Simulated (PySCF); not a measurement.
Mg(H)(GeH3) (GeH₄Mg), SMILES [MgH][GeH3]. Atoms are numbered in the order given.

```xyz
6

Mg     0.0000     0.0000    -1.8911
H      0.0000     0.0000    -3.5906
Ge     0.0000     0.0000     0.6970
H      1.2266     0.7082     1.3263
H     -1.2266     0.7082     1.3263
H      0.0000    -1.4164     1.3263
```

The structure is a stationary point at B3LYP-D3(BJ)/def2-TZVP.

Calculation: PBE/def2-TZVPD run with PySCF.

Symmetry labels are those of the subgroup Cs that the program uses (full group C3v).

Computed valence orbital energies around the gap with their symmetry:
```tsv
orbital	symmetry	energy (eV)
HOMO−7	A'	-28.87
HOMO−6	A"	-28.87
HOMO−5	A'	-28.87
HOMO−4	A'	-13.07
HOMO−3	A"	-7.82
HOMO−2	A'	-7.82
HOMO−1	A'	-7.24
HOMO	A'	-5.86
LUMO	A"	-1.65
LUMO+1	A'	-1.65
LUMO+2	A'	-1.38
LUMO+3	A'	0.48
```
